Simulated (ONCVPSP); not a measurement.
Building the ONCV potential for chromium (PBEsol, scalar-relativistic).

```json
{"Element": "chromium", "Generator": "ONCVPSP 4.0.1", "Type": "optimised norm-conserving Vanderbilt (ONCV)", "Functional": "PBEsol", "Relativity": "scalar-relativistic", "Frozen core": "[Ar]", "Valence charge": "6", "Reference configuration": "3d5 4s0.5 4p0.5", "Partial waves": "4s: rc 2.60 bohr, ncon 4, nbas 7, qcut 2.1 1/bohr, 2 projectors, debl 1.4 Ha; 4p: rc 2.60 bohr, ncon 5, nbas 9, qcut 3.5 1/bohr, 2 projectors, debl 1.4 Ha; 3d: rc 1.65 bohr, ncon 4, nbas 9, qcut 9.9 1/bohr, 1 projector", "Local potential": "polynomial inside 1.25 bohr (lpopt 5, dvloc0 3 Ha)", "Core correction": "Teter function, fcfact 5.75, rcfact 1.15"}
```

All-electron outer shells of the reference configuration (PBEsol, scalar-relativistic, ld1.x):

```csv
shell,level (eV),outermost node (bohr),outermost maximum (bohr)
3s,-74.50,0.36,0.78
3p,-46.07,0.33,0.80
4s,-4.51,1.12,2.71
3d,-3.64,–,0.84
4p,-1.37,1.25,3.85
```

What the tests gave:

| Item | Value |
| --- | --- |
| Cutoffs needed | 36 Ha and 41 Ha (the cutoffs (Ha) at which the residual kinetic energy of the hardest occupied pseudo-wave falls to 1 and 0.1 mHa per electron) |
| Ghost test | no bound ghost flagged; GHOST(+) flagged for s at 29.1 eV, p at 61.1 eV |
| Configuration tests | 2 of 4 tests not solved or not reliable |
| rms error of d²Exc/dni dnj | 7.59 mHa without and 4.48 mHa with the model core |

Generation and tests took about 3.3 s on one core of a shared server CPU.
